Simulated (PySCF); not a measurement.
Compound: C9H7NSi.
Structure used (PBE0-D3(BJ)/def2-SVP), in Å, numbered top down from 1:
```xyz
18
C9H7NSi angstrom
N     -4.3601   -1.9345    0.7393
C     -3.3662   -1.3546    0.5974
C     -2.1338   -0.6451    0.4250
C     -2.1475    0.7437    0.2349
C     -0.9453    1.4330    0.0701
C      0.2657    0.7494    0.0938
C      0.2752   -0.6540    0.2851
C     -0.9189   -1.3494    0.4504
C      1.6130   -1.2749    0.2932
C      2.6789   -0.4654    0.1219
Si     2.0631    1.2912   -0.0801
H     -3.1012    1.2741    0.2180
H     -0.9708    2.5159   -0.0766
H     -0.9225   -2.4314    0.5994
H      1.6945   -2.3584    0.4364
H      3.6996   -0.8534    0.1169
H      2.5049    2.2296    0.9952
H      2.3718    1.9086   -1.4051
```

Computed with PySCF at PBE0/pcSseg-1, non-relativistic, on one gas-phase PBE0-D3(BJ)/def2-SVP geometry that isn't relaxed in the solvent. The solvent is an IEF-PCM continuum (Bondi radii, 1.10 Å for H, scaled by 1.2). Specific hydrogen bonds and non-electrostatic terms are outside this model.

Gas phase at PBE0/pcSseg-1: HOMO -7.24 eV, LUMO -2.22 eV, dipole 4.51 D.

Task: What does the continuum do to the energy, the frontier levels and the dipole at PBE0/pcSseg-1 in dichloromethane and methanol?

Result: 
```csv
solvent,ε,E(solvent) − E(gas) (kcal/mol),polarisation term (kcal/mol),distortion of the solute (kcal/mol),HOMO (eV),LUMO (eV),dipole (D)
dichloromethane,8.93,-5.90,-6.88,0.98,-7.05,-2.07,5.64
methanol,32.61,-6.78,-8.06,1.28,-7.04,-2.06,5.78
```

Polarisation term: ½ Σ q·V over the induced surface charges. Distortion: the rise of the solute's own energy as its density leaves the gas-phase optimum. From dichloromethane to methanol the lowering changes by a factor 1.15, Onsager's factor (ε − 1)/(2ε + 1) by 1.14 and ε itself by 3.7.

Task: Which radius a makes the point-dipole formula ΔE = −[(ε − 1)/(2ε + 1)]·μ²/a³ give the value in methanol, with the gas-phase dipole?

Result: μ = 1.774 au and |ΔE| = 0.01080 Eh give a = 2.74 Å; the farthest nucleus lies 4.69 Å from the centroid of the nuclei, so such a sphere wouldn't even hold the nuclei. The formula assumes a rigid point dipole at the centre of a sphere.

Task: Give the dipole vector in the frame of the coordinates (D, pointing from negative to positive charge), gas and methanol.

Result: Gas (4.03, 1.96, -0.51), solvent (5.14, 2.57, -0.66). Its length changes by +28 % and its direction by less than 1°.

Task: Which ESP-fitted charges (PBE0/pcSseg-1) respond most in dichloromethane (means over atoms taken as equivalent)?

Result: 
```csv
atoms,environment,gas (e),solvent (e),change
N1,nitrile nitrogen,-0.449,-0.539,-0.090
C2,nitrile carbon,+0.370,+0.443,+0.073
C3,substituted aromatic carbon,+0.031,-0.014,-0.045
C10,alkene CH carbon,-0.323,-0.347,-0.024
Si11,SiH2 silicon,+0.430,+0.453,+0.023
H15,vinylic hydrogen,+0.187,+0.204,+0.017
C6,substituted aromatic carbon,-0.177,-0.193,-0.016
H14,aromatic hydrogen,+0.199,+0.215,+0.016
H16,vinylic hydrogen,+0.187,+0.203,+0.016
H13,aromatic hydrogen,+0.163,+0.178,+0.015
C9,alkene CH carbon,-0.297,-0.312,-0.015
H12,aromatic hydrogen,+0.179,+0.192,+0.013
```

Task: How do the nuclear quadrupole coupling constants eQVzz/h respond in dichloromethane?

Result: 
```json
{"nucleus": "14N at N1", "Q (barn)": "0.02044", "gas (MHz)": "-4.51", "solvent (MHz)": "-4.17", "η gas": "0.09", "η solvent": "0.13"}
```
